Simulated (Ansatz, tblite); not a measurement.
Forces on the cluster CuBr₂⁻ at its PBE-D4/def2-TZVPD geometry. Charge -1, multiplicity 1.

The xTB rows come from tblite. No other spin state of charge -1 was run. Another isomer (singlet) lies 3.04 eV lower at PBE0-D4/def2-TZVPD; other spin states weren't run for this one.

GFN1-xTB (tblite), largest force 0.71 eV/Å:

```xyz
3
positions Å, forces eV/Å
Cu   -2.015    1.512    0.201    0.105   -0.079   -0.011
Br    2.244   -1.684   -0.224   -0.564    0.423    0.056
Br   -0.229    0.172    0.023    0.458   -0.344   -0.046
```

GFN2-xTB (tblite), largest force 1.13 eV/Å:

```
Cu 0.367 -0.275 -0.037
Br 0.532 -0.399 -0.053
Br -0.899 0.674 0.090
```

PBE-D4/def2-TZVPD (Ansatz), largest force 0.00 eV/Å:

```
Cu 0.002 -0.001 0.000
Br -0.001 0.001 0.000
Br -0.001 0.001 0.000
```
